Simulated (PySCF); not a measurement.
**Orbital picture of TeCl**

TPSS at R = 2.320 Å; Te def2-TZVPP with ECP28, Cl def2-TZVPP; scalar-relativistic core potentials (PySCF 2.14). State: ²Π (doublet), unpaired electrons π ↑. Only the outer orbitals are listed, counted within each symmetry, core potentials removing the inner ones.

```csv
spin,orbital,occ.,ε (eV),on Te (%),main shells (%)
α,7σ,1,-21.28,11,88 Cl s
α,8σ,1,-15.84,83,"83 Te s, 9 Cl s"
α,9σ,1,-9.96,37,"61 Cl p, 30 Te p"
α,4π,1,-9.00,22,"77 Cl p, 21 Te p"
α,4π,1,-8.65,16,"84 Cl p, 14 Te p"
α,5π,1,-6.48,79,"79 Te p, 20 Cl p"
α,5π,1,-5.65,86,"85 Te p, 14 Cl p"
α,10σ,0,-3.32,75,"68 Te p, 24 Cl p"
α,11σ,0,2.90,91,"88 Te p, 9 Cl d"
α,6π,0,3.08,97,"83 Te p, 14 Te d"
β,7σ,1,-21.15,10,88 Cl s
β,8σ,1,-15.23,82,"82 Te s, 9 Cl s, 9 Cl p"
β,9σ,1,-9.80,38,"61 Cl p, 28 Te p, 9 Te s"
β,4π,1,-8.59,13,"87 Cl p, 11 Te p"
β,4π,1,-8.59,14,"85 Cl p, 13 Te p"
β,5π,1,-5.41,87,"87 Te p, 12 Cl p"
β,5π,0,-5.15,88,"88 Te p, 11 Cl p"
β,10σ,0,-3.03,77,"69 Te p, 22 Cl p"
β,11σ,0,3.02,91,"90 Te p, 9 Cl d"
```

Problem. Which are the highest filled and the lowest empty level, where do they sit, and how wide is the gap?

Solution. Highest filled β 5π at -5.41 eV (in %: 87 Te p, 12 Cl p); lowest empty β 5π at -5.15 eV (in %: 88 Te p, 11 Cl p); the gap at TPSS is 0.26 eV. Both belong to one degenerate shell, split only by its one-sided filling, so this is no excitation gap.

The bond order (Mayer) is 1.18 and the ⟨S²⟩ is 0.753. The charge on Te (Mulliken, basis-dependent) is 0.22, the charge on Te (Löwdin, basis-dependent) is 0.04 and the dipole moment (positive dipole means Te(−)Cl(+)) is -1.29 D.

Spin–orbit coupling is left out. The state was picked by a PBE0 search and need not be the measured ground state.
